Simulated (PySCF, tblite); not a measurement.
C6H5FN2O.
SMILES with atom numbers: `[CH3:1][C:2](=[O:3])[c:4]1[cH:5][c:6]([F:7])[cH:8][n:9][n:10]1` (hydrogens: H11, H12, H13 on C1; H14 on C5; H15 on C8)

Geometry (GFN2-xTB, Å), atoms numbered from 1 in this order:
```
atom  x, y, z in Å
C1    -2.4607   -0.4604    0.6791
C2    -1.4992   -0.5037   -0.4645
O3    -1.7773   -0.8605   -1.5831
C4    -0.1032   -0.0589   -0.1307
C5     0.8822   -0.0583   -1.1259
C6     2.1323    0.3653   -0.7291
F7     3.1531    0.4085   -1.5919
C8     2.3162    0.7510    0.5990
N9     1.3240    0.7163    1.4671
N10    0.1446    0.3222    1.1144
H11   -2.0896   -1.0917    1.4830
H12   -3.4435   -0.7938    0.3584
H13   -2.5117    0.5541    1.0672
H14    0.6564   -0.3736   -2.1325
H15    3.2719    1.0914    0.9677
```

Computed with PBE0/def2-SVPD in PySCF (dipole) on a GFN2-xTB geometry, gas phase.

Take the most abundant isotopes and a rigid rotor. The values belong to one conformer with, in the numbering `[CH3:1][C:2](=[O:3])[c:4]1[cH:5][c:6]([F:7])[cH:8][n:9][n:10]1`, C1–C2–C4–C5 180°.

Problem. Give the principal moments of inertia and the rotational constants in MHz.

Solution. Ia = 181.37, Ib = 530.46, Ic = 708.74 u·Å²; 505379 MHz·u·Å²/I gives A = 2786, B = 952.7, C = 713.1 MHz.

Problem. Classify the top.

Solution. An asymmetric top. Ray's parameter κ = (2B − A − C)/(A − C) = -0.769; −1 is the prolate and +1 the oblate limit.

Problem. What does the inertial defect say?

Solution. Not planar: Δ = Ic − Ia − Ib = -3.08 u·Å². For a rigid frame Δ = −2 Σ m c², so Σ m c² = 1.54 u·Å² lies off the ab plane, practically all of it from hydrogen. The atom farthest from that plane is 0.88 Å away.

Problem. Give the other two planar moments, Paa and Pbb, and the rms extents of the mass along the axes.

Solution. Paa = Σ m a² = (Ib + Ic − Ia)/2 = 528.91 and Pbb = Σ m b² = (Ia + Ic − Ib)/2 = 179.83 u·Å². With the mass M = 140.04 u, the rms extents √(P/M) along a, b and c are 1.94, 1.13, 0.10 Å.

Problem. Which lines would a microwave search look for?

Solution. The dipole components are |μa| = 1.05 D, |μb| = 0.14 D, |μc| = 0.00 D; the mirror of this Cs structure is the ab plane, so μc vanishes by symmetry and there are no c-type lines. Intensities carry the squares of the components, which stand as 1.00 : 0.02 (a : b). Some lines, for components of 0.1 D or more:

```
type  branch         J(Ka,Kc)   MHz  lower level (cm⁻¹)
   a       Q  2(1,1) ← 2(1,2)   719               0.220
   b       R  2(0,2) ← 1(1,1)  1476               0.117
   a       R  1(0,1) ← 0(0,0)  1666               0.000
   b       Q  1(1,0) ← 1(0,1)  2073               0.056
   b       Q  2(1,1) ← 2(0,2)  2335               0.166
   a       R  2(1,2) ← 1(1,1)  3092               0.117
   a       R  2(0,2) ← 1(0,1)  3310               0.056
   b       R  1(1,1) ← 0(0,0)  3499               0.000
   a       R  2(1,1) ← 1(1,0)  3571               0.125
   b       R  2(1,2) ← 1(0,1)  4926               0.056
   b       Q  2(2,0) ← 2(1,1)  5523               0.244
   b       Q  2(2,1) ← 2(1,2)  6220               0.220
   b       R  2(2,1) ← 1(1,0)  9072               0.125
   b       R  2(2,0) ← 1(1,1)  9334               0.117
```

Problem. Estimate the classical rotational partition function at 10 K, 50 K and 100 K.

Solution. Point group Cs, symmetry number σ = 1; q = (√π/σ)·√((kT/h)³/(ABC)), k/h = 20836.6 MHz/K: 3870 at 10 K, 43300 at 50 K, 123000 at 100 K.

Its GFN2-xTB frequencies are all real (lowest 19 cm⁻¹). Constants of a rigid frame at the computed geometry: no zero-point averaging, no centrifugal distortion. A rigid rotor knows nothing of internal rotation, which can split or shift real lines. Quadrupole hyperfine structure (14N) is left out.
